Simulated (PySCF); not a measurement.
## Ionisation energy of Er³⁴⁺ by level of theory

Er³⁴⁺ [Ar] 3d10 4s2 4p4 [4p1/2^2 4p3/2^2, M_J = 2] → Er³⁵⁺ [Ar] 3d10 4s2 4p3 [4p1/2^2 4p3/2^1, M_J = 3/2], as a difference of total energies. Computed with PySCF 2.14 in an even-tempered Gaussian basis (17 s from 3.5 bohr⁻², ratio 2.8; 13 p from 4.6 bohr⁻², ratio 2.8; 8 d from 8.1 bohr⁻², ratio 2.8; 4 f from 22 bohr⁻², ratio 3), with the two-component X2C-1e Hamiltonian. Correlated levels: [Ne] frozen; the 74 highest virtual spinors dropped. "Screened" scales the spin-orbit matrix elements by Boettger's factors to mimic the two-electron term; Breit and QED terms are absent.

| method | ionisation energy (eV) |
| --- | --- |
| GHF (spin-free) | 1474.5 |
| GMP2 (spin-free) | 1475.9 |
| GHF (screened spin-orbit) | 1463.4 |
| GMP2 (screened spin-orbit) | 1464.3 |

Breit and QED terms and the two-electron picture change are absent.

The spin-free rows relax to the high-spin LS determinant and lack the spin-orbit shift.

The labels give the starting determinants; with spin-orbit coupling the two ends relaxed to ⟨J²⟩ = 6.00, ⟨L²⟩ = 3.22, ⟨S²⟩ = 1.46 and ⟨J²⟩ = 3.75, ⟨L²⟩ = 2.45, ⟨S²⟩ = 1.59.

For comparison: 1468 ± 5 eV (theoretical estimate listed by NIST; NIST Atomic Spectra Database, ionization energies).
